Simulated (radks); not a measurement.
Problem. Valence configurations of the palladium ion Pd+ (all share [Kr]). All-electron calculation, scalar-relativistic Kohn-Sham, PBE, spin-polarised, spherical densities, finite nucleus; open shells are filled with parallel spins first (spin-orbit coupling, left out, can overturn this in heavy ions); Fermi nuclear charge, rms radius 4.5318 fm. Program: a radial shooting solver on a logarithmic mesh with Libxc functionals. Order these by energy: 4d8 5s1; 4d6 5p3; 4d8 5p1; 4d9; 4d5 5s1 5p3; 4d4.5 5s1 5p3.5; 4d7 5p2; 4d6 5s1 5p2; 4d7 5s2; 4d8.5 5p0.5.

Solution. From the lowest, in eV above it: 4d9 0.000; 4d8 5s1 3.488; 4d8.5 5p0.5 4.195; 4d8 5p1 8.935; 4d7 5s2 9.597; 4d7 5p2 20.103; 4d6 5s1 5p2 26.837; 4d6 5p3 33.610; 4d5 5s1 5p3 42.088; 4d4.5 5s1 5p3.5 55.080. NIST lists [Kr] 4d9 as the ground configuration; this level of theory agrees among the configurations tried. The energies are those of spherical high-spin densities, not of single terms.
